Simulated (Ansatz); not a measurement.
A structure relaxed at r2SCAN-D4/def2-SVP in Ansatz, charge 1, singlet:

```xyz
5

K    -6.4922   -0.0444    0.1716
K     0.0007   -0.0301    0.0125
K     6.4917    0.0820   -0.1858
I    -3.3008   -0.0172    0.1259
I     3.3006    0.0097   -0.1243
```

**Question.** Give its formula.

**Answer.** the cluster K3I2⁺.

**Question.** Summarise the bond lengths by kind (pairs closer than 1.2 times the sum of covalent radii, bridged metal pairs left out).

**Answer.** 4 × I–K 3.19 to 3.30 Å.

In the def2 sets I takes a core potential; there is no spin–orbit coupling. Another isomer (singlet) lies 0.35 eV lower at PBE0-D4/def2-TZVP; other spin states weren't run for this one.
